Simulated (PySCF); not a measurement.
PySCF input for CH4ClNOSi2, SMILES Cl[Si@H]1OC=N[SiH2]1, PBE0-D3(BJ)/def2-SVP. The structure is a stationary point at PBE0-D3(BJ)/def2-SVP. The structure was generated by enumeration; whether it is a known compound was not checked.

```python
import numpy as np
from pyscf import gto, scf, dft, df
from pyscf.hessian import thermo

mol = gto.M(
    atom='''
    Cl    1.89285258   -0.79834092   -1.05304631
    Si    0.75387647   -0.11332015    0.52591596
    O     0.23490715    1.48382208    0.14981307
    C    -1.08579671    1.64946824   -0.09993970
    N    -1.99448922    0.77137665   -0.00285247
    Si   -1.47297146   -0.83086893    0.52038704
    H     1.63542224   -0.00221410    1.71345403
    H    -1.29771689    2.68631877   -0.40670583
    H    -1.80129439   -1.88133152   -0.48136711
    H    -2.05062767   -1.17935302    1.84926492
    ''',
    basis='def2-SVP',
    charge=0,
    spin=0,
    max_memory=1600,
    verbose=3,
)
mf = dft.RKS(mol, xc='pbe0').density_fit(auxbasis='def2-universal-jkfit')
mf.disp = 'd3bj'
mf.grids.level = 3
mf.conv_tol = 1e-11
mf.max_cycle = 100
mf.kernel()

# [left out here: the lines that compute and print the analytic Hessian (its translational invariance restored by hand, since the grid's response is missing), thermochemistry and intensities]
```

Program output:

```
converged SCF energy = -1208.73356954461

WARN: DFTD3 does not support analytical Hessian, using finite difference


WARN: Mole.unit (angstrom) is changed to Bohr

Mode                                 0                   1                   2
Irrep
Freq [cm^-1]                       86.1288            129.4296            231.6008
Reduced mass [au]                  10.3146              4.5857              6.5374
Force const [Dyne/A]                0.0451              0.0453              0.2066
Char temp [K]                     123.9201            186.2204            333.2220
Normal mode                   x     y     z       x     y     z       x     y     z
       0  Cl                 0.09 -0.02  0.02   -0.05 -0.07  0.02    0.04 -0.06 -0.02
       1  Si                -0.02 -0.01 -0.06    0.02  0.07  0.01    0.01  0.02 -0.06
       2   O                -0.02 -0.01 -0.09   -0.01  0.05 -0.02   -0.06  0.05  0.13
       3   C                -0.04  0.02  0.06   -0.03  0.03  0.06   -0.05  0.02  0.04
       4   N                -0.05  0.04  0.13   -0.00 -0.00  0.05   -0.03 -0.02 -0.08
       5  Si                -0.03  0.01 -0.01    0.06 -0.02 -0.07    0.01  0.02  0.01
       6   H                -0.07  0.00 -0.02    0.05  0.12 -0.02    0.01 -0.02 -0.06
       7   H                -0.05  0.04  0.11   -0.08  0.04  0.13   -0.06  0.03  0.09
       8   H                -0.11  0.07 -0.05    0.20  0.06 -0.20   -0.08 -0.08  0.15
       9   H                 0.05 -0.07  0.01   -0.02 -0.19 -0.15    0.10  0.18  0.09
Mode                                 3                   4                   5
Irrep
Freq [cm^-1]                      353.4961            381.6331            414.1474
Reduced mass [au]                   5.4820              2.5754              3.8374
Force const [Dyne/A]                0.4036              0.2210              0.3878
Char temp [K]                     508.6022            549.0850            595.8659
Normal mode                   x     y     z       x     y     z       x     y     z
       0  Cl                -0.02  0.01  0.03    0.01 -0.01 -0.00   -0.03  0.02  0.04
       1  Si                -0.08  0.02 -0.06   -0.03  0.02 -0.03   -0.05 -0.05 -0.03
       2   O                 0.07  0.07 -0.03    0.01  0.06  0.10   -0.02 -0.03  0.01
       3   C                 0.05  0.03  0.05    0.03 -0.02 -0.12   -0.01 -0.00 -0.03
       4   N                 0.10 -0.03 -0.02    0.02  0.02  0.10   -0.03  0.02  0.02
       5  Si                -0.01 -0.07  0.01   -0.01 -0.03  0.01    0.12  0.04 -0.03
       6   H                -0.15 -0.06  0.01   -0.05 -0.06 -0.01   -0.17 -0.18  0.07
       7   H                -0.02  0.05  0.17    0.06 -0.12 -0.47    0.02 -0.01 -0.09
       8   H                -0.16 -0.13  0.13   -0.05  0.13 -0.15   -0.06  0.00  0.08
       9   H                 0.07  0.10  0.09    0.02 -0.23 -0.03    0.36  0.08  0.10
Mode                                 6                   7                   8
Irrep
Freq [cm^-1]                      503.4550            574.4022            665.8973
Reduced mass [au]                   1.6517              8.4868              1.7123
Force const [Dyne/A]                0.2467              1.6498              0.4473
Char temp [K]                     724.3596            826.4369            958.0779
Normal mode                   x     y     z       x     y     z       x     y     z
       0  Cl                 0.02  0.00 -0.00    0.05 -0.03 -0.08   -0.00  0.01  0.02
       1  Si                -0.07 -0.03 -0.03   -0.08 -0.00  0.11   -0.01 -0.08 -0.00
       2   O                -0.01  0.01  0.00   -0.01  0.04 -0.03   -0.05  0.06  0.00
       3   C                 0.00  0.02  0.01   -0.01  0.03 -0.01    0.02  0.02 -0.01
       4   N                 0.02 -0.01 -0.04    0.02  0.00  0.01    0.07 -0.04  0.03
       5  Si                 0.03  0.03  0.06    0.02 -0.00 -0.01   -0.02  0.03 -0.02
       6   H                -0.01 -0.06 -0.07   -0.14  0.02  0.16    0.29  0.54 -0.27
       7   H                -0.02  0.03  0.07   -0.05  0.02 -0.01   -0.09 -0.01 -0.04
       8   H                 0.57  0.09 -0.19    0.02 -0.07  0.07    0.13 -0.08  0.05
       9   H                -0.34 -0.23 -0.18    0.14  0.06  0.06    0.26 -0.03  0.08
Mode                                 9                  10                  11
Irrep
Freq [cm^-1]                      703.8677            711.9093            726.5894
Reduced mass [au]                   1.2802              3.3221              4.6276
Force const [Dyne/A]                0.3737              0.9920              1.4394
Char temp [K]                    1012.7089           1024.2789           1045.4004
Normal mode                   x     y     z       x     y     z       x     y     z
       0  Cl                 0.00  0.00  0.00    0.00  0.00 -0.00   -0.01  0.00  0.01
       1  Si                -0.02  0.02 -0.01   -0.02  0.01 -0.00    0.06 -0.07  0.01
       2   O                 0.01 -0.03  0.02   -0.06 -0.11  0.02   -0.03  0.10 -0.03
       3   C                 0.02 -0.01 -0.02    0.01  0.11 -0.02   -0.06  0.11 -0.04
       4   N                -0.03  0.04  0.08    0.03  0.10 -0.03   -0.01  0.06 -0.01
       5  Si                 0.00 -0.02 -0.04    0.04 -0.07  0.03    0.01 -0.06  0.01
       6   H                 0.07  0.05 -0.08    0.05  0.38 -0.09    0.03 -0.33  0.05
       7   H                 0.07 -0.02 -0.07    0.12  0.14  0.01   -0.09  0.10 -0.06
       8   H                 0.37 -0.45  0.30   -0.22  0.09 -0.06    0.01 -0.11  0.06
       9   H                -0.31  0.46 -0.05   -0.09 -0.02 -0.02   -0.12  0.03 -0.02
Mode                                12                  13                  14
Irrep
Freq [cm^-1]                      740.9897            809.8964            863.1110
Reduced mass [au]                   1.7279              1.1258              2.5030
Force const [Dyne/A]                0.5590              0.4351              1.0986
Char temp [K]                    1066.1192           1165.2605           1241.8246
Normal mode                   x     y     z       x     y     z       x     y     z
       0  Cl                 0.00  0.00  0.00   -0.01 -0.00 -0.01   -0.00 -0.00  0.00
       1  Si                -0.00  0.01  0.00    0.04 -0.02 -0.03    0.02  0.04 -0.01
       2   O                 0.06  0.00  0.00   -0.01  0.01  0.01   -0.09 -0.08 -0.00
       3   C                 0.04 -0.00  0.01    0.02  0.00  0.00   -0.00  0.07 -0.01
       4   N                -0.11  0.09 -0.06   -0.00  0.01  0.00    0.12 -0.02  0.02
       5  Si                -0.03 -0.04  0.01   -0.01  0.00  0.01   -0.04  0.02 -0.01
       6   H                 0.09  0.03 -0.06   -0.67  0.43  0.47   -0.07 -0.37  0.10
       7   H                 0.11  0.02  0.03    0.00 -0.00  0.00   -0.00  0.07 -0.02
       8   H                 0.32 -0.21  0.08    0.14 -0.10  0.05    0.29 -0.15  0.06
       9   H                 0.47 -0.35  0.15   -0.03 -0.07 -0.02    0.27 -0.14  0.08
Mode                                15                  16                  17
Irrep
Freq [cm^-1]                      931.6670           1006.9738           1172.1539
Reduced mass [au]                   1.0621              1.5634              7.6237
Force const [Dyne/A]                0.5432              0.9340              6.1714
Char temp [K]                    1340.4614           1448.8111           1686.4684
Normal mode                   x     y     z       x     y     z       x     y     z
       0  Cl                 0.00 -0.00 -0.00   -0.00 -0.00 -0.00   -0.00  0.00  0.00
       1  Si                -0.01  0.00  0.00   -0.00 -0.00 -0.00   -0.00 -0.00 -0.00
       2   O                -0.01 -0.00 -0.00    0.00 -0.01 -0.03    0.15 -0.06  0.03
       3   C                 0.01  0.00  0.00   -0.02  0.04  0.16   -0.16  0.10 -0.05
       4   N                 0.01 -0.00  0.00    0.00 -0.01 -0.04    0.00 -0.06  0.01
       5  Si                 0.02  0.04 -0.01    0.00 -0.00 -0.00   -0.01  0.01 -0.00
       6   H                 0.05 -0.01 -0.04   -0.00  0.02 -0.00   -0.00  0.12 -0.01
       7   H                -0.00 -0.00 -0.00    0.12 -0.20 -0.74   -0.16  0.10 -0.06
       8   H                -0.32 -0.35  0.49    0.02 -0.02  0.01    0.05 -0.03  0.02
       9   H                -0.23 -0.58 -0.27   -0.03  0.04 -0.01    0.06 -0.04  0.01
Mode                                18                  19                  20
Irrep
Freq [cm^-1]                     1377.8921           1718.6516           2248.8285
Reduced mass [au]                   1.1309              9.5929              1.0361
Force const [Dyne/A]                1.2651             16.6945              3.0871
Char temp [K]                    1982.4800           2472.7570           3235.5635
Normal mode                   x     y     z       x     y     z       x     y     z
       0  Cl                 0.00 -0.00 -0.00    0.00 -0.00 -0.00    0.00  0.00 -0.00
       1  Si                -0.00  0.01 -0.00    0.00  0.01 -0.00    0.00  0.00  0.00
       2   O                 0.01 -0.03  0.01   -0.01 -0.02  0.00    0.00  0.00 -0.00
       3   C                 0.05 -0.01  0.01    0.16  0.14 -0.01   -0.00 -0.00 -0.00
       4   N                 0.01  0.07 -0.02   -0.11 -0.13  0.02    0.00  0.00 -0.00
       5  Si                 0.00 -0.00  0.00    0.00  0.00 -0.00    0.01  0.01 -0.02
       6   H                -0.00 -0.01  0.00   -0.01 -0.03  0.01   -0.06 -0.00 -0.08
       7   H                -0.90 -0.24 -0.07   -0.10  0.11 -0.04    0.00 -0.00  0.00
       8   H                -0.00 -0.00 -0.00   -0.03  0.02 -0.02   -0.04 -0.15 -0.16
       9   H                -0.00  0.00  0.00   -0.03  0.03  0.01   -0.37 -0.22  0.85
Mode                                21                  22                  23
Irrep
Freq [cm^-1]                     2263.5170           2284.1659           3145.3891
Reduced mass [au]                   1.0465              1.0433              1.0931
Force const [Dyne/A]                3.1591              3.2070              6.3717
Char temp [K]                    3256.6971           3286.4062           4525.5147
Normal mode                   x     y     z       x     y     z       x     y     z
       0  Cl                 0.00 -0.00 -0.00   -0.00 -0.00 -0.00   -0.00  0.00  0.00
       1  Si                -0.00  0.00 -0.00   -0.02 -0.00 -0.03    0.00 -0.00  0.00
       2   O                 0.00  0.00  0.00   -0.00 -0.00  0.00   -0.00  0.00 -0.00
       3   C                -0.00 -0.00  0.00   -0.00 -0.00 -0.00   -0.01  0.08 -0.02
       4   N                 0.00  0.00 -0.00    0.00  0.00 -0.00   -0.00 -0.00  0.00
       5  Si                 0.00  0.02  0.03    0.00  0.00 -0.00   -0.00 -0.00  0.00
       6   H                 0.01  0.00  0.01    0.58  0.07  0.78   -0.00 -0.00 -0.00
       7   H                 0.00 -0.00  0.00   -0.00 -0.00 -0.00    0.19 -0.90  0.27
       8   H                -0.21 -0.67 -0.64   -0.00 -0.00 -0.00    0.00  0.00  0.00
       9   H                 0.09  0.06 -0.18   -0.04 -0.02  0.09    0.00  0.00 -0.00
temperature 298.1500 [K]
pressure 101325.00 [Pa]
Rotational constants [GHz] 3.35727 1.38285 1.14353
Symmetry number 1
Zero-point energy (ZPE) 0.05478 [Eh]   143825.780 [J/mol]
                           tot       elec      trans        rot        vib
Entropy [J/mol/K]       351.877      0.000    170.167    119.222     62.488
Cv [J/mol/K]            104.344      0.000     12.472     12.472     79.401
Cp [J/mol/K]            112.659      0.000     20.786     12.472     79.401
Internal energy [J/mol]                      3718.434   3718.434 154663.656
Internal energy [Eh]   -1208.67183  -1208.73357
Enthalpy [J/mol]                             6197.391   3718.434 154663.656
Enthalpy [Eh]          -1208.67088
Gibbs free energy [J/mol]                  -44537.916 -31827.639 136032.767
Gibbs free energy [Eh] -1208.71084
mode   freq/cm-1   IR/(km/mol)
   1       86.13         1.957
   2      129.43         1.423
   3      231.60         2.160
   4      353.50        13.762
   5      381.63        12.010
   6      414.15        28.986
   7      503.45        16.506
   8      574.40        66.152
   9      665.90        33.053
  10      703.87        26.780
  11      711.91         6.128
  12      726.59        65.640
  13      740.99        30.872
  14      809.90       128.170
  15      863.11       109.546
  16      931.67       114.493
  17     1006.97         2.270
  18     1172.15       317.304
  19     1377.89         2.081
  20     1718.65       306.151
  21     2248.83        78.650
  22     2263.52        67.417
  23     2284.17        94.044
  24     3145.39        29.239
max |gradient| / (hartree/bohr): 4.493005958963073e-05
APT charges: [-0.5287  1.243  -0.9315  0.8603 -0.9182  0.9493 -0.238   0.0182 -0.2212
 -0.2335]
```

Self-consistency was reached.

Cost: around 2.5 core-minutes (rough).
